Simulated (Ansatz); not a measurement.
Ansatz (a program for electronic structure) job for F₃In, SMILES [F][In-]([F])[F], charge -1, multiplicity 2, B3LYP-D3(BJ)/def2-SVPD. 

Ansatz 0.2 input:
```yaml
crystal:
  periodic: [false, false, false]
  atoms:
    - {symbol: In, position_ang: [0.00000000, 0.00000000, -0.01008434]}
    - {symbol: F, position_ang: [1.97666926, -1.14123053, 0.01830122]}
    - {symbol: F, position_ang: [-0.00000001, 2.28246106, 0.01830122]}
    - {symbol: F, position_ang: [-1.97666926, -1.14123054, 0.01830122]}
basis:
  gaussian:
    orbitals: def2-SVPD
hamiltonian:
  xc: b3lyp
  dispersion: d3bj
total_charge: -1
magnetization: {spin_polarized: true, initial_magnetization: 1}
relax: {f_tol: 0.002, max_steps: 200}
```

Output:

```
WARN ansatz: RAYON_NUM_THREADS=1 ignored (pool sized by the plan → 1); use --threads N
Functional definition: B3LYP
integrals: 0.06 GiB planned
1138 factors; integrals over basis functions are off by at most 9.7e-5 eV
mean field: 0.67 GiB planned
mean field evaluation 1: about -13323.4587 eV, gradient 1.2e1 eV
mean field evaluation 2: about -13321.6383 eV, gradient 2.7e1 eV
mean field evaluation 4: about -13324.3191 eV, gradient 7.4e-1 eV
mean field evaluation 8: about -13324.3364 eV, gradient 2.5e-2 eV
mean field evaluation 16: about -13324.3364 eV, gradient 5.4e-5 eV
mean field -13324.33636956 eV, -489.6603300218 hartree, gradient 5.4e-5 eV, S^2 0.754037; 0 other end points of the search recorded, 0 dependent functions left out
the calculation of the forces begins
reference -13324.33662166 eV, -489.6603392862 hartree; 25, 24 occupied and 76, 77 virtual orbitals, 1138 factors
relax step   1: F+E_penalty+E_count = -13324.40908920 eV  Δ(F+E_penalty+E_count) = +0.000e0 eV  max|allowed force component| = 1.241e0 eV/Å  Δτ_max = 0.0000 Å  (29 SCF iters, accepted)
these checks for a lower state are left out or cut short: starts, cluster_reference, orbital_swaps, neighbouring_geometries, increment
integrals: 0.06 GiB planned
1138 factors; integrals over basis functions are off by at most 7.1e-5 eV
mean field: 0.68 GiB planned
mean field -13324.69456590 eV, -489.6734934944 hartree, gradient 2.3e-5 eV, S^2 0.751974; 0 other end points of the search recorded, 0 dependent functions left out
the calculation of the forces begins
reference -13324.69481578 eV, -489.6735026774 hartree; 25, 24 occupied and 76, 77 virtual orbitals, 1138 factors
relax step   2: F+E_penalty+E_count = -13324.76890913 eV  Δ(F+E_penalty+E_count) = -3.598e-1 eV  max|allowed force component| = 2.623e-1 eV/Å  Δτ_max = 0.1950 Å  (35 SCF iters, accepted)
these checks for a lower state are left out or cut short: starts, cluster_reference, orbital_swaps, neighbouring_geometries, increment
integrals: 0.06 GiB planned
1138 factors; integrals over basis functions are off by at most 7.5e-5 eV
mean field: 0.68 GiB planned
mean field evaluation 32: about -13324.7148 eV, gradient 2.5e-5 eV
mean field -13324.71484724 eV, -489.6742388199 hartree, gradient 2.5e-5 eV, S^2 0.752192; 0 other end points of the search recorded, 0 dependent functions left out
the calculation of the forces begins
reference -13324.71509595 eV, -489.6742479599 hartree; 25, 24 occupied and 76, 77 virtual orbitals, 1138 factors
relax step   3: F+E_penalty+E_count = -13324.78882010 eV  Δ(F+E_penalty+E_count) = -1.991e-2 eV  max|allowed force component| = 2.917e-1 eV/Å  Δτ_max = 0.0378 Å  (32 SCF iters, accepted)
these checks for a lower state are left out or cut short: starts, cluster_reference, orbital_swaps, neighbouring_geometries, increment
integrals: 0.06 GiB planned
1138 factors; integrals over basis functions are off by at most 9.8e-5 eV
mean field: 0.67 GiB planned
mean field -13324.79120094 eV, -489.6770447667 hartree, gradient 2.2e-5 eV, S^2 0.752898; 0 other end points of the search recorded, 0 dependent functions left out
the calculation of the forces begins
reference -13324.79145170 eV, -489.6770539820 hartree; 25, 24 occupied and 76, 77 virtual orbitals, 1138 factors
relax step   4: F+E_penalty+E_count = -13324.86482291 eV  Δ(F+E_penalty+E_count) = -7.600e-2 eV  max|allowed force component| = 7.030e-1 eV/Å  Δτ_max = 0.1988 Å  (35 SCF iters, accepted)
these checks for a lower state are left out or cut short: starts, cluster_reference, orbital_swaps, neighbouring_geometries, increment
integrals: 0.06 GiB planned
1138 factors; integrals over basis functions are off by at most 1.1e-4 eV
mean field: 0.68 GiB planned
mean field -13324.89692357 eV, -489.6809300018 hartree, gradient 2.4e-5 eV, S^2 0.752893; 0 other end points of the search recorded, 0 dependent functions left out
the calculation of the forces begins
reference -13324.89718021 eV, -489.6809394329 hartree; 25, 24 occupied and 76, 77 virtual orbitals, 1138 factors
relax step   5: F+E_penalty+E_count = -13324.97134702 eV  Δ(F+E_penalty+E_count) = -1.065e-1 eV  max|allowed force component| = 9.298e-1 eV/Å  Δτ_max = 0.1915 Å  (32 SCF iters, accepted)
these checks for a lower state are left out or cut short: starts, cluster_reference, orbital_swaps, neighbouring_geometries, increment
integrals: 0.06 GiB planned
1138 factors; integrals over basis functions are off by at most 7.2e-5 eV
mean field: 0.68 GiB planned
mean field -13325.03150286 eV, -489.6858756992 hartree, gradient 6.8e-6 eV, S^2 0.752324; 0 other end points of the search recorded, 0 dependent functions left out
the calculation of the forces begins
reference -13325.03176160 eV, -489.6858852079 hartree; 25, 24 occupied and 76, 77 virtual orbitals, 1138 factors
relax step   6: F+E_penalty+E_count = -13325.10766424 eV  Δ(F+E_penalty+E_count) = -1.363e-1 eV  max|allowed force component| = 7.450e-1 eV/Å  Δτ_max = 0.1164 Å  (33 SCF iters, accepted)
these checks for a lower state are left out or cut short: starts, cluster_reference, orbital_swaps, neighbouring_geometries, increment
integrals: 0.06 GiB planned
1138 factors; integrals over basis functions are off by at most 5.9e-5 eV
mean field: 0.68 GiB planned
mean field evaluation 64: about -13325.0869 eV, gradient 1.8e-5 eV
mean field -13325.08687434 eV, -489.6879105636 hartree, gradient 1.8e-5 eV, S^2 0.751944; 0 other end points of the search recorded, 0 dependent functions left out
the calculation of the forces begins
reference -13325.08713184 eV, -489.6879200268 hartree; 25, 24 occupied and 76, 77 virtual orbitals, 1138 factors
relax step   7: F+E_penalty+E_count = -13325.16413572 eV  Δ(F+E_penalty+E_count) = -5.647e-2 eV  max|allowed force component| = 3.083e-1 eV/Å  Δτ_max = 0.0546 Å  (32 SCF iters, accepted)
these checks for a lower state are left out or cut short: starts, cluster_reference, orbital_swaps, neighbouring_geometries, increment
integrals: 0.06 GiB planned
1138 factors; integrals over basis functions are off by at most 5.9e-5 eV
mean field: 0.68 GiB planned
mean field -13325.09221491 eV, -489.6881068260 hartree, gradient 1.9e-5 eV, S^2 0.751844; 0 other end points of the search recorded, 0 dependent functions left out
the calculation of the forces begins
reference -13325.09247179 eV, -489.6881162661 hartree; 25, 24 occupied and 76, 77 virtual orbitals, 1138 factors
relax step   8: F+E_penalty+E_count = -13325.16966879 eV  Δ(F+E_penalty+E_count) = -5.533e-3 eV  max|allowed force component| = 3.565e-2 eV/Å  Δτ_max = 0.0133 Å  (32 SCF iters, accepted)
these checks for a lower state are left out or cut short: starts, cluster_reference, orbital_swaps, neighbouring_geometries, increment
integrals: 0.06 GiB planned
1138 factors; integrals over basis functions are off by at most 5.9e-5 eV
mean field: 0.68 GiB planned
mean field -13325.09230462 eV, -489.6881101230 hartree, gradient 8.5e-6 eV, S^2 0.751839; 0 other end points of the search recorded, 0 dependent functions left out
the calculation of the forces begins
reference -13325.09256143 eV, -489.6881195604 hartree; 25, 24 occupied and 76, 77 virtual orbitals, 1138 factors
relax step   9: F+E_penalty+E_count = -13325.16974492 eV  Δ(F+E_penalty+E_count) = -7.613e-5 eV  max|allowed force component| = 5.076e-3 eV/Å  Δτ_max = 0.0033 Å  (27 SCF iters, accepted)
these checks for a lower state are left out or cut short: starts, cluster_reference, orbital_swaps, neighbouring_geometries, increment
integrals: 0.06 GiB planned
1138 factors; integrals over basis functions are off by at most 5.9e-5 eV
mean field: 0.68 GiB planned
mean field -13325.09231608 eV, -489.6881105441 hartree, gradient 2.1e-5 eV, S^2 0.751839; 0 other end points of the search recorded, 0 dependent functions left out
the calculation of the forces begins
reference -13325.09257288 eV, -489.6881199811 hartree; 25, 24 occupied and 76, 77 virtual orbitals, 1138 factors
relax step  10: F+E_penalty+E_count = -13325.16974766 eV  Δ(F+E_penalty+E_count) = -2.736e-6 eV  max|allowed force component| = 1.986e-4 eV/Å  Δτ_max = 0.0009 Å  (22 SCF iters, accepted)
integrals: 0.06 GiB planned
1138 factors; integrals over basis functions are off by at most 5.9e-5 eV
mean field: 0.68 GiB planned
mean field evaluation 96: about -13325.0923 eV, gradient 1.2e-2 eV
mean field -13325.09231608 eV, -489.6881105441 hartree, gradient 2.1e-5 eV, S^2 0.751839; 1 other end points of the search recorded, 0 dependent functions left out
the calculation of the forces begins
reference -13325.09257288 eV, -489.6881199811 hartree; 25, 24 occupied and 76, 77 virtual orbitals, 1138 factors
Total energy: -13325.17000445 eV, -489.6909655390 hartree
Atom 0 at    -0.000055     0.000032    -0.561584 Å, force     0.000199    -0.000115    -0.000152 eV/Å
Atom 1 at     1.661816    -0.959450     0.202258 Å, force    -0.000037     0.000021    -0.000010 eV/Å
Atom 2 at     0.000146     1.919089     0.202073 Å, force    -0.000094     0.000024     0.000081 eV/Å
Atom 3 at    -1.661907    -0.959671     0.202073 Å, force    -0.000068     0.000069     0.000081 eV/Å
Dipole moment:    -0.000086     0.000050    -0.628057 e Å
```

Self-consistency was reached.
